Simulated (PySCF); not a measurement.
**How methods differ on the ionisation energy of Au⁺**

Au⁺ [Xe] 4f14 5d10 (1S) → Au²⁺ [Xe] 4f14 5d9 (2D), as a difference of total energies. Calculation: PySCF 2.14, in def2-SVP with the def2 core potential (60 electrons) (6s3p2d1f, 32 functions); a scalar-relativistic core potential. Correlated levels: valence: 5s2 5p6 frozen. The calculations carry no spin-orbit coupling.

```json
{"method": "UHF", "ionisation energy (eV)": "19.060", "difference from reference (eV)": "-1.143"}
{"method": "r2SCAN", "ionisation energy (eV)": "20.780", "difference from reference (eV)": "+0.577"}
{"method": "MN15", "ionisation energy (eV)": "20.899", "difference from reference (eV)": "+0.696"}
{"method": "MP2 (valence)", "ionisation energy (eV)": "20.530", "difference from reference (eV)": "+0.327"}
{"method": "SCS-MP2 (valence)", "ionisation energy (eV)": "20.385", "difference from reference (eV)": "+0.182"}
```

Reference: 20.203 ± 0.025 eV (measured; NIST Atomic Spectra Database, ionization energies).

The reference lies between the lowest fine-structure levels, while these numbers refer to the centres of the terms.

Errors of the correlated levels include the incompleteness of this basis and the frozen core.
